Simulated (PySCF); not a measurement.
# HOsN: one-bond stretch

Computed with PySCF, PBE0, basis Os def2-TZVP with ECP60, N def2-TZVP, H def2-TZVP (scalar-relativistic core potentials, no spin–orbit coupling, density fitting).

Rigid scan from the singlet minimum (Os–H 1.588 Å, Os–N 1.594 Å; H–Os–N 93.8°). Coordinate: the bond from Os to the last atom (H) scaled, the rest fixed. Energies in kJ/mol from the minimum.

```json
{"scale of one bond": "0.92", "E (kJ/mol)": "18.0", "dipole size (D)": "2.48"}
{"scale of one bond": "0.96", "E (kJ/mol)": "4.1", "dipole size (D)": "2.52"}
{"scale of one bond": "1.00", "E (kJ/mol)": "0.0", "dipole size (D)": "2.56"}
{"scale of one bond": "1.05", "E (kJ/mol)": "5.1", "dipole size (D)": "2.61"}
{"scale of one bond": "1.12", "E (kJ/mol)": "25.3", "dipole size (D)": "2.68"}
{"scale of one bond": "1.20", "E (kJ/mol)": "59.3", "dipole size (D)": "2.78"}
{"scale of one bond": "1.35", "E (kJ/mol)": "134.7", "dipole size (D)": "2.96"}
{"scale of one bond": "1.55", "E (kJ/mol)": "231.9", "dipole size (D)": "–"}
{"scale of one bond": "1.80", "E (kJ/mol)": "328.9", "dipole size (D)": "–"}
{"scale of one bond": "2.20", "E (kJ/mol)": "429.6", "dipole size (D)": "–"}
```

At long bonds a restricted determinant can lie too high, and another spin state can fall below this curve.

No spin–orbit coupling is included, which matters more the heavier the element.

Other isomers or separated fragments may lie lower.
